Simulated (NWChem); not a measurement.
System: NiHOCl, triplet; SMILES [OH][Ni][Cl]

Input file for NWChem:

```
start job
memory heap 200 mb stack 900 mb global 1100 mb
geometry units angstroms noautosym
  Ni     0.006361     0.353187    -0.001335
  Cl    -0.007037    -1.728067     0.001791
  O      0.007585     2.036211    -0.000689
  H     -0.280745     2.998046     0.061130
end
basis spherical
  * library def2-svp
end
dft
  odft
  mult 3
  xc pbe0
  grid fine
  iterations 150
  convergence damp 70 ncydp 30 lshift 0.3 ncysh 40
end
driver
  maxiter 120
  tight
end
task dft optimize
task dft freq
```

Output (shortened):

```
             Northwest Computational Chemistry Package (NWChem) 7.3.0
             --------------------------------------------------------

                             Geometry "geometry" -> ""
                             -------------------------

 Output coordinates in angstroms (scale by  1.889725989 to convert to a.u.)

  No.       Tag          Charge          X              Y              Z
 ---- ---------------- ---------- -------------- -------------- --------------
    1 Ni                  28.0000     0.00935333     0.35689383    -0.00223657
    2 Cl                  17.0000    -0.00404467    -1.72436017     0.00088943
    3 O                    8.0000     0.01057733     2.03991783    -0.00159057
    4 H                    1.0000    -0.27775267     3.00175283     0.06022843

 Effective nuclear repulsion energy (a.u.)     222.2494208904

                                Z-matrix (autoz)
                                --------

 Units are Angstrom for bonds and degrees for angles

      Type          Name      I     J     K     L     M      Value
      ----------- --------  ----- ----- ----- ----- ----- ----------
    1 Stretch                  1     2                       2.08130
    2 Stretch                  1     3                       1.68302
    3 Stretch                  3     4                       1.00602
    4 Bend                     1     3     4               162.91917
    5 Bend                     2     3     4               162.72980
    6 Torsion                  2     1     4     3         179.67817

                           NWChem Geometry Optimization
                           ----------------------------

 maximum gradient threshold         (gmax) =   0.000015
 rms gradient threshold             (grms) =   0.000010
 maximum cartesian step threshold   (xmax) =   0.000060
 rms cartesian step threshold       (xrms) =   0.000040
 fixed trust radius                (trust) =   0.300000
 source of zmatrix                         =   autoz

          -------------------
          Energy Minimization
          -------------------

 Using diagonal initial Hessian
 Scaling for Hessian diagonals: bonds = 1.00  angles = 0.25  torsions = 0.10

          --------
          Step   0

                                 NWChem DFT Module
                                 -----------------

 Summary of "ao basis" -> "ao basis" (spherical)
 ------------------------------------------------------------------------------
       Tag                 Description            Shells   Functions and Types
 ---------------- ------------------------------  ------  ---------------------
 Ni                         def2-svp                11       31   5s3p2d1f
 Cl                         def2-svp                 8       18   4s3p1d
 O                          def2-svp                 6       14   3s2p1d
 H                          def2-svp                 3        5   2s1p

            General Information
            -------------------
          SCF calculation type: DFT
          Wavefunction type:  spin polarized.
          No. of atoms     :     4
          No. of electrons :    54
           Alpha electrons :    28
            Beta electrons :    26
          Charge           :     0
          Spin multiplicity:     3
          Use of symmetry is: off; symmetry adaption is: off
          Maximum number of iterations: 150
          AO basis - number of functions:    68
                     number of shells:    28
          Convergence on energy requested:  1.00D-06
          Convergence on density requested:  1.00D-05
          Convergence on gradient requested:  5.00D-04

              XC Information
              --------------
                         PBE0 Method XC Functional
                     Hartree-Fock (Exact) Exchange  0.250
          PerdewBurkeErnzerhof Exchange Functional  0.750
            Perdew 1991 LDA Correlation Functional  1.000 local
           PerdewBurkeErnz. Correlation Functional  1.000 non-local

             Grid Information
             ----------------
          Grid used for XC integration:  fine
          Radial quadrature: Mura-Knowles
          Angular quadrature: Lebedev.
          Tag              B.-S. Rad. Rad. Pts. Rad. Cut. Ang. Pts.
          ---              ---------- --------- --------- ---------
          Ni                  1.35      140           9.0       974
          Cl                  1.00      123          12.0       770
          O                   0.60       70          10.0       590
          H                   0.35       60          11.0       590
          Grid pruning is: on
          Number of quadrature shells:   393
          Spatial weights used:  Erf1

      Superposition of Atomic Density Guess
      -------------------------------------

 Sum of atomic energies:       -2041.11251561

      Non-variational initial energy
      ------------------------------

 Total energy =   -2040.801290
 1-e energy   =   -3274.835854
 2-e energy   =    1011.785144
 HOMO         =      -0.399897
 LUMO         =      -0.398985

[...]

      ----------------------
      Optimization converged
      ----------------------

  Step       Energy      Delta E   Gmax     Grms     Xrms     Xmax
  ---- ---------------- -------- -------- -------- -------- --------
@   17   -2043.51582617 -1.6D-09  0.00000  0.00000  0.00002  0.00003
                                     ok       ok       ok       ok

                                Z-matrix (autoz)
                                --------

 Units are Angstrom for bonds and degrees for angles

      Type          Name      I     J     K     L     M      Value     Gradient
      ----------- --------  ----- ----- ----- ----- ----- ---------- ----------
    1 Stretch                  1     2                       2.08430    0.00000
    2 Stretch                  1     3                       1.70174   -0.00000
    3 Stretch                  3     4                       0.95866   -0.00000
    4 Bend                     1     3     4               141.93481    0.00000
    5 Bend                     2     3     4               137.53475   -0.00000
    6 Torsion                  2     1     4     3        -179.97150    0.00000

                         Geometry "geometry" -> "geometry"
                         ---------------------------------

 Output coordinates in angstroms (scale by  1.889725989 to convert to a.u.)

  No.       Tag          Charge          X              Y              Z
 ---- ---------------- ---------- -------------- -------------- --------------
    1 Ni                  28.0000     0.15223190     0.39605606    -0.03257376
    2 Cl                  17.0000    -0.12152099    -1.66935174     0.02606540
    3 O                    8.0000     0.14434237     2.09777528    -0.03083005
    4 H                    1.0000    -0.43691995     2.84972473     0.09462912

 Effective nuclear repulsion energy (a.u.)     221.8268669025

                Final and change from initial internal coordinates
                --------------------------------------------------

                                Z-matrix (autoz)
                                --------

 Units are Angstrom for bonds and degrees for angles

      Type          Name      I     J     K     L     M      Value       Change
      ----------- --------  ----- ----- ----- ----- ----- ---------- ----------
    1 Stretch                  1     2                       2.08430    0.00300
    2 Stretch                  1     3                       1.70174    0.01871
    3 Stretch                  3     4                       0.95866   -0.04736
    4 Bend                     1     3     4               141.93481  -20.98436
    5 Bend                     2     3     4               137.53475  -25.19505
    6 Torsion                  2     1     4     3        -179.97150    0.35033

 ==============================================================================
                                internuclear distances
 ------------------------------------------------------------------------------
       center one      |      center two      | atomic units |  angstroms
 ------------------------------------------------------------------------------
    2 Cl               |   1 Ni               |     3.93875  |     2.08430
    3 O                |   1 Ni               |     3.21582  |     1.70174
    4 H                |   3 O                |     1.81161  |     0.95866
 ------------------------------------------------------------------------------
                         number of included internuclear distances:          3
 ==============================================================================

[second-derivative integrals and response iterations left out]

  Vibrational analysis via the FX method

  See chapter 2 in "Molecular Vibrations" by Wilson, Decius and Cross

  Vib: Default input used

 ---------------------------- Atom information ----------------------------
     atom    #        X              Y              Z            mass
 --------------------------------------------------------------------------
    Ni       1  2.8767658D-01  7.4843744D-01 -6.1555481D-02  5.7935300D+01
    Cl       2 -2.2964137D-01 -3.1546174D+00  4.9256465D-02  3.4968850D+01
    O        3  2.7276754D-01  3.9642205D+00 -5.8260352D-02  1.5994910D+01
    H        4 -8.2565899D-01  5.3851989D+00  1.7882310D-01  1.0078250D+00
 --------------------------------------------------------------------------

[unprojected Hessian and modes left out]

        Vibrational analysis via the FX method
  --- with translations and rotations projected out ---
  --- via the Eckart algorithm                      ---
 Projected Nuclear Hessian trans-rot subspace norm:3.3302D-33
                         (should be close to zero!)

[projected Hessian left out]

 Rotational Constants
 --------------------
 A=  17.415675 cm-1  ( 25.056712 K)
 B=   0.090520 cm-1  (  0.130235 K)
 C=   0.090052 cm-1  (  0.129562 K)

 Temperature                      =   298.15K
 frequency scaling parameter      =   1.0000

 Zero-Point correction to Energy  =    8.391 kcal/mol  (  0.013372 au)
 Thermal correction to Energy     =   11.408 kcal/mol  (  0.018180 au)
 Thermal correction to Enthalpy   =   12.000 kcal/mol  (  0.019123 au)

 Total Entropy                    =   69.416 cal/mol-K
   - Translational                =   39.982 cal/mol-K (mol. weight = 109.9069)
   - Rotational                   =   21.947 cal/mol-K (symmetry #  =        1)
   - Vibrational                  =    7.487 cal/mol-K

 Cv (constant volume heat capacity) =   13.359 cal/mol-K
   - Translational                  =    2.979 cal/mol-K
   - Rotational                     =    2.979 cal/mol-K
   - Vibrational                    =    7.400 cal/mol-K

[normal modes left out]

 ----------------------------------------------------------------------------
 Normal Eigenvalue ||           Projected Infra Red Intensities
  Mode   [cm**-1]  || [atomic units] [(debye/angs)**2] [(KM/mol)] [arbitrary]
 ------ ---------- || -------------- ----------------- ---------- -----------
    1       -0.000 ||    0.000003           0.000         0.003       0.001
    2       -0.000 ||    0.000505           0.012         0.492       0.085
    3       -0.000 ||    0.013566           0.313        13.225       2.284
    4       -0.000 ||    0.004715           0.109         4.596       0.794
    5        0.000 ||    0.000938           0.022         0.915       0.158
    6        0.000 ||    0.000309           0.007         0.301       0.052
    7      116.398 ||    0.009853           0.227         9.606       1.659
    8      197.655 ||    0.129302           2.983       126.050      21.769
    9      370.549 ||    0.121554           2.804       118.497      20.465
   10      423.186 ||    0.098490           2.272        96.013      16.582
   11      787.327 ||    0.108696           2.508       105.962      18.300
   12     3977.450 ||    0.224829           5.187       219.175      37.852
 ----------------------------------------------------------------------------
```

Level: PBE0/def2-SVP, spin-unrestricted. The spin multiplicity was typed, not searched, and may not be the lowest.
